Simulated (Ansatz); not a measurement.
Calculated with Ansatz (gas phase, PBE0-D4/def2-TZVP geometries, no zero-point term in ΔE). CCSD(T)/CBS adds triple-zeta CCSD(T) − MP2 to the extrapolated MP2 energy (def2 sets, frozen cores). This one scheme is used for every species. DFT in def2-TZVPP. HSE06 is defined as in plane-wave codes. Elements past krypton have def2 core potentials. For In outer-core shells are correlated without core-valence functions, which leaves a few kJ/mol of doubt a bond. Each species was taken in one conformer, which may not be the lowest.

Reaction (β-hydride elimination): `C[NH][In]([Cl])[Cl]` → `[Cl][InH][Cl]` + `C=N`

`C[NH][In]([Cl])[Cl]`:

```xyz
9

C     0.332    1.107   -0.811
N     0.030   -0.298   -0.632
In   -0.349   -1.165    1.115
Cl    0.200   -0.060    3.068
Cl   -1.148   -3.324    1.273
H     1.096    1.243   -1.585
H     0.736    1.527    0.113
H    -0.541    1.709   -1.090
H    -0.355   -0.739   -1.452
```

`[Cl][InH][Cl]`:

Z-matrix (Å, degrees):
```
In
Cl 1 2.312
Cl 1 2.312 2 111.9
H 1 1.694 2 124.1 3 -180.0
```

`C=N`:

```xyz
5

C    -0.233    0.052    0.309
N     0.410   -0.671   -0.500
H    -0.272    1.147    0.276
H    -0.799   -0.428    1.109
H     0.893   -0.100   -1.195
```

Q: Is it downhill or uphill in electronic energy at CCSD(T)/CBS, and by how much? (Best estimate.)

A: Ansatz gave: Uphill: ΔE = +132.1 kJ/mol.

Q: What do these levels give: revPBE-D4, BLYP-D4, ωB97X-V, ωB97M-V, PBE, r2SCAN, HSE06, BHLYP, CAM-B3LYP, MP2/def2-SVP, CCSD(T)/def2-TZVPP, SCS-MP2/def2-QZVPP? (Estimate.)

A: Computed: revPBE-D4 118.4, BLYP-D4 107.4, ωB97X-V 130.0, ωB97M-V 122.5, PBE 117.8, r2SCAN 126.7, HSE06 127.7, BHLYP 115.8, CAM-B3LYP 118.0, MP2/def2-SVP 133.5, CCSD(T)/def2-TZVPP 123.0, SCS-MP2/def2-QZVPP 130.9 kJ/mol.

Q: What do rigid-rotor, harmonic-oscillator terms from PBE0-D4/def2-TZVP frequencies (298.15 K, 1 bar) make of the CCSD(T)/CBS value? (An estimate is asked.)

A: The calculation gave: ΔZPE = -19.7 kJ/mol, ΔH = +113.5 kJ/mol, ΔS = 143 J/(mol·K), ΔG = +70.9 kJ/mol.

Largest T1 diagnostic among the species: 0.013.

From BLYP to BHLYP (50 % exact exchange), in def2-TZVPP and without D4, ΔE moves by +25.1 kJ/mol. Leaving LDA and LC-ωPBE aside and taking each functional with its dispersion term where it has one, the values, not all of them listed here, spread over 33.2 kJ/mol, from BLYP-D4 to PBE-QIDH. LDA lies +41.7 kJ/mol from PBE without D4. In def2-TZVPP, CCSD(T) changes the Hartree–Fock value by +29.1 kJ/mol (the triples alone add +2.1 kJ/mol) and MP2 by +46.2 kJ/mol.
